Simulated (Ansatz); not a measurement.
Consider the formal exchange of groups at a B–C bond: `CCCBO` + `N#CCBr` → `OBCBr` + `CCCC#N`.

Calculated with Ansatz (gas phase, PBE0-D4/def2-TZVP geometries, no zero-point term in ΔE). CCSD(T)/CBS adds triple-zeta CCSD(T) − MP2 to the extrapolated MP2 energy (def2 sets, frozen cores). DFT in def2-TZVPP. B3LYP here is the variant with VWN-RPA as its local correlation; programs differ in this. For Br outer-core shells are correlated without core-valence functions, which leaves a few kJ/mol of doubt a bond. Scalar relativity is left out up to krypton. Each species was taken in one conformer, which may not be the lowest.

`CCCBO`:

```xyz
14

C     0.347   -0.546   -1.853
C     0.242   -0.550   -0.337
C    -0.313    0.747    0.236
B    -0.459    0.836    1.796
O    -0.117   -0.173    2.632
H    -0.634   -0.389   -2.311
H     0.748   -1.488   -2.235
H     1.001    0.260   -2.196
H     1.236   -0.745    0.086
H    -0.391   -1.391   -0.028
H     0.304    1.599   -0.087
H    -1.299    0.962   -0.200
H    -0.887    1.822    2.331
H     0.222   -0.945    2.167
```

`N#CCBr`:

Cartesian coordinates in Å:
```
N 1.735 0.787 -1.041
C 0.841 0.315 -0.493
C -0.270 -0.301 0.193
Br -1.620 1.009 0.669
H 0.064 -0.769 1.117
H -0.750 -1.041 -0.444
```

`OBCBr`:

Cartesian coordinates in Å:
```
O 0.013 -0.176 -1.624
B 0.122 -0.522 -0.322
C -0.445 0.473 0.750
Br 1.203 1.266 1.455
H 0.428 -0.804 -2.221
H 0.655 -1.546 0.004
H -0.939 0.014 1.603
H -1.038 1.295 0.355
```

`CCCC#N`:

```xyz
12

C    -0.558   -0.265   -1.482
C    -0.408    0.419   -0.136
C     0.621   -0.292    0.744
C     0.784    0.345    2.040
N     0.897    0.865    3.059
H    -1.294    0.250   -2.102
H    -0.887   -1.301   -1.366
H     0.388   -0.276   -2.030
H    -0.102    1.460   -0.270
H    -1.367    0.443    0.388
H     0.328   -1.333    0.908
H     1.597   -0.314    0.248
```

```tsv
level	ΔE (kcal/mol)
PBE0-D4	-8.1
B3LYP	-8.4
CCSD/def2-TZVPP	-8.6
CCSD(T)/def2-TZVPP	-8.3
```

Problem. What does CCSD(T)/CBS give? (An estimate is asked.)

Solution. The calculation gave: -8.5 kcal/mol. The listed levels differ from it by 0.4, 0.1, -0.1, 0.2 kcal/mol.

Largest T1 diagnostic among the species: 0.011.

In def2-TZVPP, CCSD(T) changes the Hartree–Fock value by +2.4 kcal/mol (the triples alone add +0.2 kcal/mol) and MP2 by +2.5 kcal/mol.
